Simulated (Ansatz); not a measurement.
Geometry optimisation, RKS PBE/6-31G* in Ansatz.

input.yaml

```yaml
crystal:
  periodic: [false, false, false]
  atoms:
    - { symbol: C, position_ang: [2.752, 0.549, 1.3875] }
    - { symbol: Al, position_ang: [1.5415, -0.9355, 0.8354] }
    - { symbol: O, position_ang: [-0.3336, -0.7101, 0.7264] }
    - { symbol: C, position_ang: [-0.6538, -0.2835, -0.5406] }
    - { symbol: C, position_ang: [-0.7583, 1.2264, -0.6333] }
    - { symbol: Si, position_ang: [-2.4516, -0.958, -0.8211] }
    - { symbol: H, position_ang: [2.6064, 1.4292, 0.6579] }
    - { symbol: H, position_ang: [2.4514, 0.9537, 2.3832] }
    - { symbol: H, position_ang: [3.7676, 0.2843, 1.4266] }
    - { symbol: H, position_ang: [2.2004, -2.346, 0.5126] }
    - { symbol: H, position_ang: [-0.1103, -0.702, -1.3416] }
    - { symbol: H, position_ang: [0.2837, 1.6507, -0.4817] }
    - { symbol: H, position_ang: [-1.4517, 1.6781, 0.1732] }
    - { symbol: H, position_ang: [-1.1758, 1.5739, -1.5854] }
    - { symbol: H, position_ang: [-2.9342, -0.5716, -2.141] }
    - { symbol: H, position_ang: [-2.406, -2.4078, -0.7347] }
    - { symbol: H, position_ang: [-3.3467, -0.4312, 0.2167] }
basis:
  gaussian: { orbitals: "6-31G*" }
hamiltonian:
  xc: pbe
relax:
  f_tol: 0.02
  max_steps: 50
```

Run as:

```bash
$ ansatz run input.yaml --threads 2 --pin off --max-ram 3072MiB --backend cpu --events-out ev --progress --plain --runs-dir out
```

Task: Where does it end, and by what steps?

Result: It converged. The force dipped under the threshold on the way, but the program's further checks kept it going. After 29 steps the energy has fallen by 0.990 eV; H10 moved furthest, 1.78 Å.

| step | energy less start (eV) | largest force component (eV/Å) | accepted |
| --- | --- | --- | --- |
| 0 | 0.0000 | 3.623 | yes |
| 2 | -0.6722 | 0.298 | yes |
| 4 | -0.7192 | 0.434 | yes |
| 6 | -0.7673 | 0.675 | yes |
| 8 | -0.8318 | 0.287 | yes |
| 10 | -0.9028 | 0.427 | yes |
| 12 | -0.9516 | 0.300 | yes |
| 14 | -0.9714 | 0.217 | yes |
| 16 | -0.9835 | 0.053 | yes |
| 18 | -0.9865 | 0.057 | yes |
| 20 | -0.9879 | 0.039 | yes |
| 22 | -0.9880 | 0.093 | no |
| 24 | -0.9888 | 0.085 | no |
| 26 | -0.9896 | 0.018 | yes |
| 28 | -0.9900 | 0.016 | yes |
| 29 | -0.9901 | 0.017 | yes |

```xyz
17
Properties=species:S:1:pos:R:3
C 2.728 -0.002 2.084
Al 1.785 -0.401 0.411
O 0.152 0.163 0.253
C -0.727 0.002 -0.868
C -1.103 1.375 -1.432
Si -2.249 -0.989 -0.241
H 3.521 0.750 1.917
H 2.049 0.395 2.856
H 3.225 -0.901 2.491
H 2.385 -1.210 -0.843
H -0.235 -0.587 -1.674
H -0.196 1.914 -1.764
H -1.599 1.993 -0.665
H -1.781 1.279 -2.298
H -3.241 -1.247 -1.344
H -1.795 -2.312 0.307
H -2.936 -0.223 0.851
```

Whether the end is a true minimum wasn't checked by a vibrational analysis.

Time of the run: 120 s on 2 threads of Arm Neoverse V1, with other jobs on the host, peak memory 0.18 GiB.
